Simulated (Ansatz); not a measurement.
Program: Ansatz 0.2.0.

`Br[Br+]` radical. Charge 1, multiplicity 2. The structure was optimised at the PBE0-D4/def2-TZVP level.

```xyz
2

Br   -0.986    0.457   -0.139
Br    0.986   -0.457    0.139
```

Task: Give the Mulliken charges with PBE, ωB97M-V, r2SCAN in def2-TZVPP. (An estimate is asked.)

Result: The calculation gave: 
```tsv
atom	PBE	ωB97M-V	r2SCAN
Br1	0.50	0.50	0.50
Br2	0.50	0.50	0.50
```
